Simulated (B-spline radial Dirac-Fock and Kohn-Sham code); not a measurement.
**Cd: L3-M23M23 lines in intermediate coupling**

System: the free cadmium atom, 1s2 2s2 2p6 3s2 3p6 3d10 4s2 4p6 4d10 5s2.

The computed values come from a radial B-spline solver: Dirac-Fock (average of configuration) total-energy differences with a finite nucleus, the Breit interaction including its frequency dependence, and self-energy and vacuum-polarisation corrections. The two-hole levels come from diagonalising the Coulomb interaction among the jj configurations; intensities are independent-particle Coulomb rates. Kinetic energies are from the vacuum level. The model has no electron correlation.

| kinetic energy (eV) | J | leading jj holes (weight) | leading LS term (weight) | intensity (%) |
| --- | --- | --- | --- | --- |
| 2181.0 | 0 | M2M2 (0.98) | ³P0 (0.52) | 1.2 |
| 2218.9 | 2 | M2M3 (0.99) | ¹D2 (0.76) | 30.6 |
| 2224.9 | 1 | M2M3 (1.00) | ³P1 (1.00) | 12.6 |
| 2247.8 | 0 | M3M3 (0.98) | ¹S0 (0.52) | 12.6 |
| 2257.8 | 2 | M3M3 (0.99) | ³P2 (0.76) | 43.0 |

The strongest line, by its leading LS label ³P2, lies at 2257.8 eV. The mean weight of the leading component is 0.99 in jj and 0.71 in LS coupling, so jj labels describe these levels better.
